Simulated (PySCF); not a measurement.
The vertical singlet excitations below were computed for one of the candidates. Level of theory: TDDFT PBE0/def2-SVPD, vertical, gas phase, core orbitals frozen in the response in PySCF. Geometries: GFN2-xTB, one conformer each.

```csv
state,ν̃ (cm⁻¹),f,"main configurations (H = HOMO, L = LUMO)"
S1,51670,0.034,H→L (96%)
S2,52130,0.0050,H→L+1 (96%)
S3,58570,0.337,"H→L+2 (64%), H→L+4 (21%)"
S4,60330,0.022,"H→L+4 (35%), H→L+3 (34%), H→L+2 (22%)"
S5,60960,0.0052,H→L+5 (87%)
S6,61240,0.012,"H→L+3 (54%), H→L+4 (34%)"
S7,61840,0.064,H-1→L (92%)
S8,63700,0.052,H-2→L (96%)
```

Orbital energies (eV): HOMO-3 -9.06, HOMO-2 -8.65, HOMO-1 -8.38, HOMO -7.08, LUMO 0.36, LUMO+1 0.81, LUMO+2 1.11.

Question: Which structure fits?
A. `C[Si](C)(C)P`
B. `C=CC(=O)[SiH3]`
C. `[SiH3]C=C=S`

Answer: A. Its S1, at 6.41 eV, is the highest among the candidates; the nearest of the others has S1 at 2.96 eV. S1 is HOMO→LUMO (96%). Löwdin shares by element: HOMO phosphorus 62%, silicon 12%, carbon 7% or more, hydrogen 6% or more; LUMO carbon 17% or more, silicon 16%, phosphorus 13% (atoms not listed hold the other 54%). At the same level the other candidates give, for their lowest levels:
- `C=CC(=O)[SiH3]`: 2.96 eV (f 0.001); 5.98 eV (f 0.220); 6.05 eV (f 0.027); 6.42 eV (f 0.006); 6.69 eV (f 0.000); T1 2.36 eV; HOMO -7.06, LUMO -2.14 eV
- `[SiH3]C=C=S`: 2.82 eV (f 0.000); 5.13 eV (f 0.005); 5.75 eV (f 0.003); 6.10 eV (f 0.002); 6.62 eV (f 0.675); T1 2.48 eV; HOMO -6.70, LUMO -2.13 eV

Conformer computed: `[CH3:1][Si:2]([CH3:3])([CH3:4])[PH2:5]`: H–P5–Si2–C1 46°, H–P5–Si2–C1 -46°.
Triplets come from the Tamm–Dancoff approximation.
